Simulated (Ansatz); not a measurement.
Computed with Ansatz on PBE0-D4/def2-TZVP structures; ΔE is electronic, products minus reactants. CBS: MP2 limit from def2 TZ/QZ plus the TZ coupled-cluster correction, frozen cores. This one scheme is used for every species. DFT in def2-TZVPP. B3LYP here is the variant with VWN-RPA as its local correlation; programs differ in this. Each species was taken in one conformer, which may not be the lowest.

Consider the cleavage of the B–Si bond: `O[SiH2]BO[SiH3]` + HCl → `[SiH3]OBCl` + silanol.

```csv
level,ΔE (kJ/mol),difference from CCSD(T)/CBS
PBE-D4,-124.4,7.4
r2SCAN-D4,-135.7,-3.9
B3LYP-D4,-131.3,0.5
ωB97M-V,-136.2,-4.4
B2PLYP,-135.9,-4.1
PBE0,-128.9,2.9
B3LYP,-132.1,-0.3
HF/def2-TZVPP,-142.9,-11.1
MP2/def2-TZVPP,-141.4,-9.6
SCS-MP2/def2-TZVPP,-138.9,-7.1
CCSD/def2-TZVPP,-131.1,0.7
HF/def2-QZVPP,-142.8,-11.0
MP2/def2-QZVPP,-141.6,-9.8
SCS-MP2/def2-QZVPP,-139.1,-7.3
HF/CBS(def2),-142.7,-10.9
CCSD/CBS(def2),-131.6,0.2
CCSD(T)/CBS,-131.8,0
```

Largest T1 diagnostic among the species: 0.013.

From PBE to PBE0 (25 % exact exchange), in def2-TZVPP and without D4, ΔE moves by −3.7 kJ/mol.
